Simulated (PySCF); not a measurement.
# Bonding in `CCC[n+]1nn(C)cc1[SiH3]`

C6H14N3Si (charge +1).
Atom-mapped SMILES: `[CH3:1][CH2:2][CH2:3][n+:4]1[n:5][n:6]([CH3:7])[cH:8][c:9]1[SiH3:10]` (hydrogens: H11, H12, H13 on C1; H14, H15 on C2; H16, H17 on C3; H18, H19, H20 on C7; H21 on C8; H22, H23, H24 on Si10)

Geometry (GFN2-xTB, Å), atoms numbered from 1 in this order:
```
atom  x, y, z in Å
C1     2.4946   -1.1360    0.0871
C2     2.2831    0.3669   -0.0297
C3     1.2092    0.7244   -1.0653
N4    -0.0883    0.2714   -0.6437
N5    -0.5143   -0.9011   -1.0077
N6    -1.6747   -1.0703   -0.4491
C7    -2.4301   -2.2691   -0.6626
C8    -2.0060    0.0074    0.2892
C9    -0.9646    0.9041    0.1711
Si10  -0.7837    2.6635    0.9060
H11    3.2752   -1.3431    0.8129
H12    2.7989   -1.5557   -0.8677
H13    1.5896   -1.6445    0.4129
H14    3.2123    0.8413   -0.3444
H15    2.0054    0.7837    0.9399
H16    1.4320    0.2273   -2.0115
H17    1.1651    1.8044   -1.2133
H18   -2.6430   -2.7566    0.2889
H19   -3.3730   -2.0376   -1.1593
H20   -1.8424   -2.9339   -1.2921
H21   -2.9228    0.0784    0.8355
H22    0.4205    2.6107    1.7279
H23   -0.6390    3.5217   -0.2666
H24   -2.0157    2.8624    1.6525
```

Bond orders from the PBE0/pcSseg-1 density (PySCF). The structure is a single GFN2-xTB conformer in the gas phase; no vibrational or solvent corrections.

Q: How far do the computed orders between heavy atoms stray from the drawn ones?

A: The largest departure is 0.386, at C9–N4 (drawn aromatic, 1.114), counting aromatic bonds as 1.5. Drawn single, order below 0.88: C3–N4 (0.854), N6–C7 (0.871) and C9–Si10 (0.796). The bonds drawn aromatic range from 1.11 to 1.48. The SMILES, with its formal charges, is one Lewis structure only.

Q: Set the Mayer orders of the bonds between heavy atoms beside their lengths.

A: 
```csv
bond,drawn as,length (Å),Mayer order
C1–C2,single,1.522,1.054
C2–C3,single,1.534,1.027
C3–N4,single,1.437,0.854
N4–N5,aromatic,1.300,1.280
N5–N6,aromatic,1.299,1.261
N6–C7,single,1.433,0.871
N6–C8,aromatic,1.348,1.156
C8–C9,aromatic,1.379,1.482
C9–Si10,single,1.915,0.796
C9–N4,aromatic,1.353,1.114
```

Bonds between the same two heavy elements. C–C: lowest C2–C3 (1.027, 1.534 Å), highest C8–C9 (1.482, 1.379 Å). C–N: lowest C3–N4 (0.854, 1.437 Å), highest N6–C8 (1.156, 1.348 Å). N–N: all 2 within 0.02 of one another (1.261 to 1.280).

Q: And the bonds to hydrogen?

A: C–H: 0.93 to 0.97 (11 bonds); H–Si: 0.94 to 0.95 (3 bonds).

Q: Sum the orders of all bonds at each heavy atom with more than one neighbour and set the sums beside the valence in the SMILES.

A: C1 3.934 (drawn 4), C2 3.959 (drawn 4), C3 3.733 (drawn 4), N4 3.248 (drawn 4), N5 2.541 (drawn 3), N6 3.288 (drawn 3), C7 3.707 (drawn 4), C8 3.610 (drawn 4), C9 3.392 (drawn 4), Si10 3.625 (drawn 4). Orders between atoms that aren't bonded are not in these sums.

Mayer orders depend on the basis set.
